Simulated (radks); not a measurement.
Q: Nb3+, 38 electrons, occupied as [Kr] 4d0.5 5s0.5 5p1 (fractional occupations, a model configuration). All-electron calculation, Dirac Kohn-Sham, LDA (Slater exchange, Perdew-Wang correlation), spin-unpolarised, spherical densities, finite nucleus; open shells fill j = l - 1/2 first; Fermi nuclear charge, rms radius 4.324 fm. Program: a radial shooting solver on a logarithmic mesh with Libxc functionals. Some entries of the table are withheld. Estimate them.

| orbital | occ. | eigenvalue (eV) | <r^2> (bohr^2) | <1/r> (bohr^-1) |
|---|---|---|---|---|
| 1s1/2 | 2 | -18812.14 | 0.001761 | 42.35 |
| 2s1/2 | 2 | -2666.321 | 0.02945 | 9.613 |
| 2p1/2 | 2 | -2451.981 | 0.02227 | (1) |
| 2p3/2 | 4 | -2356.383 | 0.02364 | (2) |
| 3s1/2 | 2 | -477.3950 | 0.2259 | 3.271 |
| 3p1/2 | 2 | -396.6699 | (3) | 3.172 |
| 3p3/2 | 4 | -381.1465 | (4) | 3.066 |
| 3d3/2 | 4 | -238.0823 | 0.2239 | 2.873 |
| 3d5/2 | 6 | -235.1861 | 0.2274 | 2.846 |
| 4s1/2 | 2 | -96.2291 | 1.453 | 1.206 |
| 4p1/2 | 2 | (5) | 1.729 | 1.096 |
| 4p3/2 | 4 | (6) | 1.805 | 1.067 |
| 4d3/2 | 0.5 | (7) | 3.058 | (8) |
| 4d5/2 | 0 | (9) | 3.097 | (10) |
| 5s1/2 | 0.5 | -29.0136 | 8.032 | 0.4900 |
| 5p1/2 | 1 | -23.1015 | (11) | 0.4319 |
| 5p3/2 | 0 | -22.6810 | (12) | 0.4244 |

A: 
(1) 2p1/2 <1/r> (bohr^-1): 9.595
(2) 2p3/2 <1/r> (bohr^-1): 9.159
(3) 3p1/2 <r^2> (bohr^2): 0.2247
(4) 3p3/2 <r^2> (bohr^2): 0.2354
(5) 4p1/2 eigenvalue (eV): -73.1451
(6) 4p3/2 eigenvalue (eV): -70.8213
(7) 4d3/2 eigenvalue (eV): -36.5124
(8) 4d3/2 <1/r> (bohr^-1): 0.8114
(9) 4d5/2 eigenvalue (eV): -36.2437
(10) 4d5/2 <1/r> (bohr^-1): 0.8055
(11) 5p1/2 <r^2> (bohr^2): 10.29
(12) 5p3/2 <r^2> (bohr^2): 10.62
